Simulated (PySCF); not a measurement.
Geometry (Å), atoms numbered from 1 in this order:
```xyz
15

C     2.6271    0.2150   -0.0353
C     1.4900    0.3505   -0.7099
C     0.1847    0.6383   -0.0383
F    -0.4093    1.7020   -0.6196
F     0.3465    0.9122    1.2705
C    -0.7865   -0.5589   -0.1511
F    -0.9898   -0.8097   -1.4542
F    -0.2087   -1.6266    0.4140
C    -2.1716   -0.3820    0.5101
F    -2.8903   -1.4750    0.2903
F    -2.8114    0.6564   -0.0040
F    -2.0463   -0.2126    1.8166
H     2.6510    0.3057    1.0535
H     3.5676    0.0120   -0.5524
H     1.4341    0.2552   -1.7974
```

PySCF 2.14 calculation with shielding tensors at B97-2/pcSseg-2 (GIAO), B3LYP/pcJ-1 coupling constants (spin–dipole term only in couplings to heteroatoms) and PBE0-D3(BJ)/def2-SVP structure; in vacuum, one conformer, one averaged value for each set of equivalent atoms, no relativistic terms.

δ = σ(ref) − σ, references computed at the same level: $^{1}$H (31.36 ppm) against TMS.

The spectrum was simulated from the full spin Hamiltonian at 400 MHz with 1.2 Hz Lorentzian lines, from shifts rounded to 0.01 ppm and J to 0.1 Hz, couplings under 1 Hz left out.

(1) List the maxima of its $^{1}$H spectrum with integrals.

(2) Summarise it as multiplets with assignments.

## Answers

(1) 
Maxima in ppm (height), grouped by integral:
2H: 6.342 (2), 6.338 (3), 6.317 (2), 6.313 (2), 6.305 (2), 6.295 (12), 6.291 (16), 6.287 (10), 6.270 (94), 6.268 (86), 6.262 (55), 6.259 (55), 6.251 (100), 6.235 (12), 6.231 (19), 6.226 (13), 6.217 (2), 6.204 (2), 6.201 (2), 6.188 (2), 6.184 (4), 6.180 (2)
1H: 6.087 (2), 6.078 (5), 6.046 (77), 6.037 (34), 6.029 (49), 6.021 (30), 6.012 (58), 5.980 (2)

(2) $^{1}$H NMR (400 MHz, computed): δ 6.26 (m, 1H, H13), 6.26 (m, 1H, H15), 6.03 (m, 1H, H14). These are first-order names; overlap and second-order distortion can hide them in the list.

Splittings below 1 Hz are ignored in the labels, and close J values are merged. Unscaled 3J(H,H) at this level run about 10 % above measured values. 3J across rotatable bonds or in flexible rings reflects this conformer alone.
